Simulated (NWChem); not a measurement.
The numbers come from NWChem runs, not from measurements. System: trichloroethylene (C2HCl3), charge 0, spin multiplicity 1, at a geometry optimised with PBE0/def2-SVP. Level: MP2/def2-TZVP, 17 core orbitals frozen.

NWChem printed:

```
             Northwest Computational Chemistry Package (NWChem) 7.3.0
             --------------------------------------------------------

                                NWChem Input Module
                                -------------------

 Scaling coordinates for geometry "geometry" by  1.889725989
 (inverse scale =  0.529177249)

 Turning off AUTOSYM since
 SYMMETRY directive was detected!

                             Geometry "geometry" -> ""
                             -------------------------

 Output coordinates in angstroms (scale by  1.889725989 to convert to a.u.)

  No.       Tag          Charge          X              Y              Z
 ---- ---------------- ---------- -------------- -------------- --------------
    1 Cl                  17.0000    -2.19173500    -0.61684600     0.00000000
    2 C                    6.0000    -0.96043700     0.56826200     0.00000000
    3 C                    6.0000     0.34765500     0.27884900     0.00000000
    4 Cl                  17.0000     0.96576800    -1.31696400     0.00000000
    5 Cl                  17.0000     1.51852400     1.54035800     0.00000000
    6 H                    1.0000    -1.29678100     1.60600900     0.00000000

 Effective nuclear repulsion energy (a.u.)     318.3106783158

            Nuclear Dipole moment (a.u.)
            ----------------------------
        X                 Y               Z
 ---------------- ---------------- ----------------
    -0.0000075589    -0.0000170075     0.0000000000

      Symmetry information
      --------------------

 Group name             Cs
 Group number              2
 Group order               2
 No. of unique centers     6

      Symmetry unique atoms

     1    2    3    4    5    6


 Summary of "ao basis" -> "" (spherical)
 ------------------------------------------------------------------------------
       Tag                 Description            Shells   Functions and Types
 ---------------- ------------------------------  ------  ---------------------
 *                         def2-tzvp                  on all atoms

 Summary of "ao basis" -> "ao basis" (spherical)
 ------------------------------------------------------------------------------
       Tag                 Description            Shells   Functions and Types
 ---------------- ------------------------------  ------  ---------------------
 Cl                        def2-tzvp                13       37   5s5p2d1f
[...]
    2 C    6     6.06   0.85  1.12  0.50  0.58  0.06  1.19  1.36  0.24  0.02  0.12  0.01
    3 C    6     5.98   0.85  1.12  0.49  0.59  0.06  1.15  1.38  0.09  0.03  0.20  0.01
    4 Cl  17    17.03   2.01  0.45  1.52  1.10  0.83  4.18  1.69  1.07  2.79  1.32  0.02  0.05  0.01
    5 Cl  17    17.05   2.01  0.45  1.52  1.10  0.83  4.18  1.69  1.07  2.79  1.34  0.02  0.05  0.01
    6 H    1     0.82   0.26  0.47  0.06  0.02

       Multipole analysis of the density wrt the origin
       ------------------------------------------------

     L   x y z        total         open         nuclear
     -   - - -        -----         ----         -------
     0   0 0 0     -0.000000      0.000000     64.000000

     1   1 0 0     -0.148939      0.000000     -0.000008
     1   0 1 0      0.374233      0.000000     -0.000017
     1   0 0 1     -0.000000      0.000000      0.000000

     2   2 0 0    -37.014226      0.000000    516.593699
     2   1 1 0     -1.124634      0.000000    129.807903
     2   1 0 1      0.000000      0.000000      0.000000
     2   0 2 0    -34.859787      0.000000    290.229205
     2   0 1 1     -0.000000      0.000000      0.000000
     2   0 0 2    -37.383730      0.000000      0.000000

                   NWChem MP2 Semi-direct Energy/Gradient Module
                   ---------------------------------------------

  Basis functions       =    179
  Molecular orbitals    =    179
  Frozen core           =     17
  Frozen virtuals       =      0
  Active alpha occupied =     15
  Active beta occupied  =     15
  Active alpha virtual  =    147
  Active beta virtual   =    147
  Use MO symmetry       = T
  Use skeleton AO sym   = T

  AO/Fock/Back tols     =   1.0D-09  1.0D-09  1.0D-09

 GA uses MA = F    GA memory limited = T

 Available:
  local mem=  1.26D+08
 global mem=  1.44D+08
 local disk=  0.00D+00
  mp2_memr nvloc                   147
  nvloc new                   147
   1 passes of  15:        5242880                     175569                 113349445.
   1 passes of  15: M    126147997           G      144115118           F     120905117.

 Semi-direct pass number   1 of   1  for RHF alpha+beta  at       27.4s
  vrange nnbf                 15112
  mp2_eaftype                   432  avail_ma_in_mb                  1099
 EAF : mp2_eaftype filesize         432   56674722.
  mp2_eaf for mointskh                    432
Node 0 wrote    266.6 Mb in      0.1 s     Agg I/O rate:  2366.5 Mb/s
 Done moints_semi at       48.3s
  mp2_eaftype                   432  avail_ma_in_mb                   667
 EAF : mp2_eaftype filesize         432   56674722.
  mp2_eaf for kh                   432
 Done maket at       49.3s
 Done multipass loop at       49.3s

          -------------------------------------------
          SCF energy               -1454.837839485229
          Correlation energy          -0.872568913760
          Singlet pairs               -0.535183140503
          Triplet pairs               -0.337385773257
          Total MP2 energy         -1455.710408398990
          -------------------------------------------

          ---------------------------------------------------
                    Spin Component Scaled (SCS) MP2
          Same spin pairs                     -0.224923848838
          Same spin scaling factor             0.333333333333
          Opposite spin pairs                 -0.647645064922
          Opposite spin scaling fact.          1.200000000000
          SCS-MP2 correlation energy          -0.852148694186
          Total SCS-MP2 energy             -1455.689988179415
          ---------------------------------------------------

 -----------------------
 Performance information
 -----------------------

 Timer overhead =  2.12D-07 seconds/call

               Nr. of calls         CPU time (s)                 Wall time (s)                GFlops
             ---------------    -------------------     ------------------------------   -------------------
Name         Min   Avg   Max    Min     Avg     Max     Min     Avg     Max   Mx/calls   Min     Max     Sum
mp2: moin     1     1     1    21.     21.     21.      21.     21.     21.     21.      0.0     0.0     0.0
mp2: make     1     1     1   0.96    0.96    0.96     0.96    0.96    0.96    0.96      0.0     0.0     0.0
mp2: tota     1     1     1    22.     22.     22.      22.     22.     22.     22.      0.0     0.0     0.0

 The average no. of pstat calls per process was 3.00D+00
 with a timing overhead of 6.37D-07s

 Task  times  cpu:       49.2s     wall:       49.2s

 Total times  cpu:       49.3s     wall:       49.3s
```

Write an NWChem input that would produce this output.

Several could match; the one computed here: 
```
start mol
memory heap 200 mb stack 900 mb global 1100 mb
geometry units angstroms nocenter noautoz
  Cl    -2.191735    -0.616846     0.000000
  C     -0.960437     0.568262     0.000000
  C      0.347655     0.278849     0.000000
  Cl     0.965768    -1.316964     0.000000
  Cl     1.518524     1.540358     0.000000
  H     -1.296781     1.606009     0.000000
  symmetry group Cs
end
basis spherical
  * library def2-tzvp
end
scf
  rhf
  nopen 0
  maxiter 100
  thresh 1e-7
  semidirect memsize 60000000 filesize 0
end
mp2
  freeze core 17
end
task mp2 energy
```
